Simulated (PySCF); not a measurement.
Species: CH5BClN.
SMILES: `CB(N)Cl`

Method: MP2 and CCSD/aug-cc-pVDZ in PySCF, restricted Hartree–Fock reference, 8 core orbitals frozen, non-relativistic, gas phase, PBE0-D3(BJ)/def2-SVP geometry.

E(HF) = -579.54514 Eh.

Question: How large is the problem?

Answer: 141 basis functions and 40 electrons; 8 orbitals frozen, which leaves o = 12 correlated occupied and v = 121 virtual orbitals. That is o·v = 1452 singles and o·v(o·v + 1)/2 = 1054878 distinct closed-shell doubles amplitudes before symmetry; the costliest CCSD step grows as o²v⁴ = 3.1 × 10^10.

Question: What are the MP2 and CCSD correlation energies?

Answer: MP2 -0.5645 Eh and CCSD -0.6072 Eh, which gives totals of -580.10961 and -580.15231 Eh. That is 0.688 eV for each correlated electron at CCSD (1594 kJ/mol in all, 0.105 % of the total energy); MP2 gives 93.0 % of the CCSD value.

Question: What is the T1 diagnostic?

Answer: 0.0112, below the customary warning level of 0.02. It is the norm of the spatial-orbital singles amplitudes over the root of the number of correlated electrons, so the norm is 0.055.

Question: How does correlation change the dipole moment?

Answer: HF gives 2.68 D and CCSD (unrelaxed density) 2.62 D, a change of -0.06 D.

No triples correction and no basis-set extrapolation were made.

The job also held the EOM ionisation roots. Time: 94 s. Hardware: one thread, x86-64 server, shared host.

Conformer computed: `[CH3:1][B:2]([NH2:3])[Cl:4]`: H–N3–B2–C1 180°, H–N3–B2–C1 0°.
